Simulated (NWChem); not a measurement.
The numbers come from NWChem runs, not from measurements. System: H$_{3}$Ge, charge 1, spin multiplicity 1, at the geometry of a parent with another charge or spin, in a state set for the comparison that need not be this species' ground state. Level: MP2/def2-TZVP, 9 core orbitals frozen.

Input file:

```
start mol
memory heap 200 mb stack 900 mb global 1100 mb
charge 1
geometry units angstroms nocenter noautoz
  Ge     0.000408     0.041438     0.000000
  H     -0.743667    -0.434735     1.280572
  H     -0.743667    -0.434735    -1.280572
  H      1.474272    -0.456548     0.000000
  symmetry group Cs
end
basis spherical
  * library def2-tzvp
end
scf
  rhf
  nopen 0
  maxiter 100
  thresh 1e-7
  semidirect memsize 60000000 filesize 0
end
mp2
  freeze core 9
end
task mp2 energy
```

NWChem printed:

```
             Northwest Computational Chemistry Package (NWChem) 7.3.0
             --------------------------------------------------------

                                NWChem Input Module
                                -------------------

 Scaling coordinates for geometry "geometry" by  1.889725989
 (inverse scale =  0.529177249)

 Turning off AUTOSYM since
 SYMMETRY directive was detected!

                             Geometry "geometry" -> ""
                             -------------------------

 Output coordinates in angstroms (scale by  1.889725989 to convert to a.u.)

  No.       Tag          Charge          X              Y              Z
 ---- ---------------- ---------- -------------- -------------- --------------
    1 Ge                  32.0000     0.00040800     0.04143800     0.00000000
    2 H                    1.0000    -0.74366700    -0.43473500     1.28057200
    3 H                    1.0000    -0.74366700    -0.43473500    -1.28057200
    4 H                    1.0000     1.47427200    -0.45654800     0.00000000

 Effective nuclear repulsion energy (a.u.)      33.2742440732

            Nuclear Dipole moment (a.u.)
            ----------------------------
        X                 Y               Z
 ---------------- ---------------- ----------------
    -0.0000113384    -0.0000037795     0.0000000000

      Symmetry information
      --------------------

 Group name             Cs
 Group number              2
 Group order               2
 No. of unique centers     3

      Symmetry unique atoms

     1    2    4


 Summary of "ao basis" -> "" (spherical)
 ------------------------------------------------------------------------------
       Tag                 Description            Shells   Functions and Types
 ---------------- ------------------------------  ------  ---------------------
 *                         def2-tzvp                  on all atoms

 Summary of "ao basis" -> "ao basis" (spherical)
 ------------------------------------------------------------------------------
       Tag                 Description            Shells   Functions and Types
 ---------------- ------------------------------  ------  ---------------------
 Ge                        def2-tzvp                16       48   6s5p4d1f
 H                         def2-tzvp                 4        6   3s1p

                                 NWChem SCF Module
                                 -----------------

  ao basis        = "ao basis"
  functions       =    66
  atoms           =     4
  closed shells   =    17
  open shells     =     0
  charge          =   1.00
  wavefunction    = RHF
  use symmetry    = T
  symmetry adapt  = T

 Summary of "ao basis" -> "ao basis" (spherical)
 ------------------------------------------------------------------------------
       Tag                 Description            Shells   Functions and Types
 ---------------- ------------------------------  ------  ---------------------
 Ge                        def2-tzvp                16       48   6s5p4d1f
 H                         def2-tzvp                 4        6   3s1p

      Symmetry analysis of basis
      --------------------------

        a'         43
        a"         23

 Forming initial guess at       0.0s

      Superposition of Atomic Density Guess
      -------------------------------------

 Sum of atomic energies:       -2076.80548995

 Renormalizing density from      35.00 to     34

      Non-variational initial energy
      ------------------------------
[...]
    56     -0.242385  3 H  s                 21      0.228943  1 Ge pz
    12     -0.164838  1 Ge pz

 Vector   18  Occ=0.000000D+00  E=-2.817281D-01  Symmetry=a'
              MO Center=  4.1D-03,  4.2D-01,  9.1D-16, r^2= 2.6D+00
   Bfn.  Coefficient  Atom+Function         Bfn.  Coefficient  Atom+Function
  ----- ------------  ---------------      ----- ------------  ---------------
    20      0.542996  1 Ge py                17      0.403892  1 Ge py
     6      0.362526  1 Ge s                  5      0.182244  1 Ge s
    11     -0.175736  1 Ge py

 Vector   19  Occ=0.000000D+00  E=-6.817708D-02  Symmetry=a'
              MO Center= -2.7D-03, -3.0D-01, -3.3D-14, r^2= 5.2D+00
   Bfn.  Coefficient  Atom+Function         Bfn.  Coefficient  Atom+Function
  ----- ------------  ---------------      ----- ------------  ---------------
     6      1.726001  1 Ge s                 51     -0.996898  2 H  s
    57     -0.996898  3 H  s                 63     -0.997929  4 H  s
    20     -0.764632  1 Ge py                 5      0.403195  1 Ge s
     4     -0.209015  1 Ge s

 Vector   20  Occ=0.000000D+00  E=-6.585236D-02  Symmetry=a"
              MO Center=  1.4D-01,  1.3D-01, -1.8D-11, r^2= 4.2D+00
   Bfn.  Coefficient  Atom+Function         Bfn.  Coefficient  Atom+Function
  ----- ------------  ---------------      ----- ------------  ---------------
    21      1.426235  1 Ge pz                51     -1.006318  2 H  s
    57      1.006318  3 H  s                 18      0.185773  1 Ge pz

 center of mass
 --------------
 x =   0.00041741 y =   0.04240858 z =   0.00000000

 moments of inertia (a.u.)
 ------------------
          14.229216811336           0.092199994993           0.000000000000
           0.092199994993          23.606961379607           0.000000000000
           0.000000000000           0.000000000000          14.228634974934

  Mulliken analysis of the total density
  --------------------------------------

    Atom       Charge   Shell Charges
 -----------   ------   -------------------------------------------------------
    1 Ge  32    31.54   2.00  2.00  1.16  0.79  0.89  0.60  5.98  4.43  1.57  1.23  0.73  8.92  1.09  0.03  0.11  0.01
    2 H    1     0.82   0.21  0.54  0.06  0.01
    3 H    1     0.82   0.21  0.54  0.06  0.01
    4 H    1     0.82   0.21  0.54  0.06  0.01

       Multipole analysis of the density wrt the origin
       ------------------------------------------------

     L   x y z        total         open         nuclear
     -   - - -        -----         ----         -------
     0   0 0 0      1.000000      0.000000     35.000000

     1   1 0 0      0.003711      0.000000     -0.000011
     1   0 1 0      0.376352      0.000000     -0.000004
     1   0 0 1      0.000000      0.000000      0.000000

     2   2 0 0    -11.618671      0.000000     11.711536
     2   1 1 0      0.019390      0.000000     -0.092629
     2   1 0 1      0.000000      0.000000      0.000000
     2   0 2 0     -9.646854      0.000000      2.290383
     2   0 1 1     -0.000000      0.000000      0.000000
     2   0 0 2    -11.618930      0.000000     11.712124

                   NWChem MP2 Semi-direct Energy/Gradient Module
                   ---------------------------------------------

  Basis functions       =     66
  Molecular orbitals    =     66
  Frozen core           =      9
  Frozen virtuals       =      0
  Active alpha occupied =      8
  Active beta occupied  =      8
  Active alpha virtual  =     49
  Active beta virtual   =     49
  Use MO symmetry       = T
  Use skeleton AO sym   = T

  AO/Fock/Back tols     =   1.0D-09  1.0D-09  1.0D-09

 GA uses MA = F    GA memory limited = T

 Available:
  local mem=  1.26D+08
 global mem=  1.44D+08
 local disk=  0.00D+00
  mp2_memr nvloc                    49
  nvloc new                    49
   1 passes of   8:        4194304                      28478                   2954345.
   1 passes of   8: M    126150349           G      144170488           F     121956045.

 Semi-direct pass number   1 of   1  for RHF alpha+beta  at        0.7s
  vrange nnbf                  2211
  mp2_eaftype                    11  avail_ma_in_mb                  1099
 EAF : mp2_eaftype filesize          11    1477172.
  mp2_eaf for mointskh                     11
Node 0 wrote      6.9 Mb in      0.0 s     Agg I/O rate:  2437.9 Mb/s
 Done moints_semi at        2.0s
  mp2_eaftype                    11  avail_ma_in_mb                  1088
 EAF : mp2_eaftype filesize          11    1477172.
  mp2_eaf for kh                    11
 Done maket at        2.0s
 Done multipass loop at        2.0s

          -------------------------------------------
          SCF energy               -2076.761340235764
          Correlation energy          -0.228265460300
          Singlet pairs               -0.141650266072
          Triplet pairs               -0.086615194228
          Total MP2 energy         -2076.989605696064
          -------------------------------------------

          ---------------------------------------------------
                    Spin Component Scaled (SCS) MP2
          Same spin pairs                     -0.057743462818
          Same spin scaling factor             0.333333333333
          Opposite spin pairs                 -0.170521997482
          Opposite spin scaling fact.          1.200000000000
          SCS-MP2 correlation energy          -0.223874217917
          Total SCS-MP2 energy             -2076.985214453682
          ---------------------------------------------------

 -----------------------
 Performance information
 -----------------------

 Timer overhead =  9.57D-08 seconds/call

               Nr. of calls         CPU time (s)                 Wall time (s)                GFlops
             ---------------    -------------------     ------------------------------   -------------------
Name         Min   Avg   Max    Min     Avg     Max     Min     Avg     Max   Mx/calls   Min     Max     Sum
mp2: moin     1     1     1    1.3     1.3     1.3      1.3     1.3     1.3     1.3      0.0     0.0     0.0
mp2: make     1     1     1   2.62E-2 2.62E-2 2.62E-2  2.62E-2 2.62E-2 2.62E-2 2.62E-2   0.0     0.0     0.0
mp2: tota     1     1     1    1.3     1.3     1.3      1.3     1.3     1.3     1.3      0.0     0.0     0.0

 The average no. of pstat calls per process was 3.00D+00
 with a timing overhead of 2.87D-07s

 Task  times  cpu:        2.0s     wall:        2.0s

 Total times  cpu:        2.0s     wall:        2.0s
```
